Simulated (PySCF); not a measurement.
C4H7NO, SMILES C(=O)/C(=N/C)C. Heavy atoms are numbered as in [CH3:1]/[N:2]=[C:3](\[CH3:4])[CH:5]=[O:6]. Hydrogens are named by the atom that carries them.

Geometry: ωB97X-D3(BJ)/def2-SVP. The structure was generated by enumeration; whether it is a known compound was not checked. One conformer was computed; it need not be the lowest.

The numbers are results of KT2/pcSseg-1 in PySCF, not measurements.

GIAO shieldings, no solvent; atoms alike by connectivity are averaged. δ = σ(ref) − σ: ¹³C against TMS (σ = 185.1 ppm); ¹⁵N against NH3 (σ = 266.2 ppm); ¹⁷O against H2O (σ = 330.4 ppm); ¹H against TMS (σ = 31.47 ppm), references at their B3LYP-D3(BJ)/def2-TZVP geometries, non-relativistic.

```tsv
nucleus	atoms	count	δ (ppm)
¹³C	C5 (CH)	1	185.8
¹³C	C3	1	168.7
¹³C	C1 (CH3)	1	44.5
¹³C	C4 (CH3)	1	10.3
¹⁵N	N2	1	403.3
¹⁷O	O6	1	625.5
¹H	H on C5	1	9.12
¹H	H on C1	3	3.78
¹H	H on C4	3	2.04
```
